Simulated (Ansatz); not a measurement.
Ideal-gas functions of FH5SiSn, SMILES `F[SiH2][SnH3]` at 500 K and 1 bar, from an Ansatz frequency run at PBE0-D4/def2-TZVP.

Molar mass 170.84 g/mol, point group Cs (symmetry number 1), electronic degeneracy 1, moments of inertia 35.029, 303.37, 324.758 u Å². Harmonic wavenumbers (cm⁻¹, unscaled): 61, 139, 299, 312, 397, 525, 665, 728, 729, 733, 849, 882, 944, 1937, 1946, 1948, 2220, 2232.

Use S(trans) = R[1.5 ln M + 2.5 ln T − 1.1517]; rotational temperatures θ = 24.2544 K / I; S(rot) = R[ln(√π/σ · √(T³/θAθBθC)) + 1.5]; for each mode x = 1.438777 ν̃/T, S = R[x/(eˣ − 1) − ln(1 − e⁻ˣ)] and H = RT x/(eˣ − 1); 1 cm⁻¹ = 0.0119627 kJ/mol; R = 8.31446 J/(mol·K).

Q: By hand: the entropy, in J/(mol·K).

A: Translation 183.7. Rotation: θ = 0.6924, 0.0799, 0.0747 K, giving 117.6. Vibration, mode by mode: 22.79, 15.99, 9.82, 9.48, 7.65, 5.63, 4.08, 3.54, 3.53, 3.50, 2.69, 2.50, 2.17, 0.21, 0.20, 0.20, 0.10, 0.10, in all 94.2. Electronic 0.0. Sum 395.5 J/(mol·K).

Q: By hand: H − E and G − E in kJ/mol, counted from the electronic energy.

A: Zero-point energy ½ × 17546 × 0.0119627 = 104.9; thermal vibration 24.4; translation, rotation and pV give 4 RT = 16.6. H − E = 145.9 kJ/mol, and G − E = 145.9 − 500 × 395.5/1000 = -51.8 kJ/mol.

Vibration gives 24 % of the entropy, 38.8 J/(mol·K) of it from the modes under 150 cm⁻¹: soft modes count most, and the harmonic formula is weakest for them.
